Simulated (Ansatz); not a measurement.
`O=C(Cl)c1ccccc1` + H–F → `O=C(F)c1ccccc1` + HCl  (substitution at a C–Cl bond)

Program: Ansatz. Geometries: PBE0-D4/def2-TZVP. ΔE: electronic, gas phase. CCSD(T)/CBS is the MP2 limit (def2-TZVPP, def2-QZVPP) plus CCSD(T) − MP2 in def2-TZVPP, frozen cores. This one scheme is used for every species. Functionals use def2-TZVPP. One conformer a species, not always the lowest.

`O=C(Cl)c1ccccc1`:

Z-matrix (Å, degrees):
```
C
Cl 1 1.788
C 1 1.476 2 115.1
O 1 1.185 2 119.1 3 -180.0
C 3 1.396 1 116.4 2 -179.9
C 3 1.391 1 123.6 2 0.1
C 5 1.382 3 120.0 1 180.0
H 5 1.083 3 118.8 1 -0.0
C 6 1.384 3 119.8 1 -180.0
H 6 1.082 3 119.8 1 -0.0
C 7 1.389 5 119.9 3 0.0
H 7 1.083 5 119.9 3 180.0
H 9 1.083 6 119.7 3 -180.0
H 11 1.084 7 119.9 5 180.0
```

H–F:

Z-matrix (Å, degrees):
```
F
H 1 0.920
```

`O=C(F)c1ccccc1`:

```xyz
14

O     1.306   -2.247   -1.845
C     0.352   -1.564   -1.690
F    -0.683   -1.649   -2.551
C     0.116   -0.573   -0.629
C     1.117   -0.389    0.322
C     0.939    0.531    1.338
C    -0.236    1.268    1.407
C    -1.234    1.086    0.461
C    -1.062    0.166   -0.560
H     2.024   -0.976    0.246
H     1.717    0.676    2.079
H    -0.374    1.990    2.205
H    -2.149    1.663    0.518
H    -1.834    0.017   -1.302
```

HCl:

Z-matrix (Å, degrees):
```
Cl
H 1 1.279
```

Task: Is it downhill or uphill in electronic energy at CCSD(T)/CBS, and by how much? (Best estimate.)

Result: Computed: Downhill: ΔE = -13.2 kJ/mol.

Task: What do these levels give: PBE0-D4, r2SCANh-D4, PBE, r2SCANh, HF/def2-SVP, SCS-MP2/def2-TZVPP? (Best estimate.)

Result: The calculation gave: PBE0-D4 -18.6, r2SCANh-D4 -22.1, PBE -17.7, r2SCANh -23.6, HF/def2-SVP -63.5, SCS-MP2/def2-TZVPP -16.0 kJ/mol.

Largest T1 diagnostic among the species: 0.013.

The D4 term adds +7.9 kJ/mol with B3LYP and +4.3 kJ/mol with PBE0; it sums over pairs of atoms, weighted by their polarisabilities, and B3LYP, whose exchange is more repulsive, gets the larger term. In def2-TZVPP, CCSD(T) changes the Hartree–Fock value by +28.9 kJ/mol (the triples alone add +6.3 kJ/mol) and MP2 by +41.1 kJ/mol.

B3LYP here is the variant with VWN-RPA as its local correlation; programs differ in this.
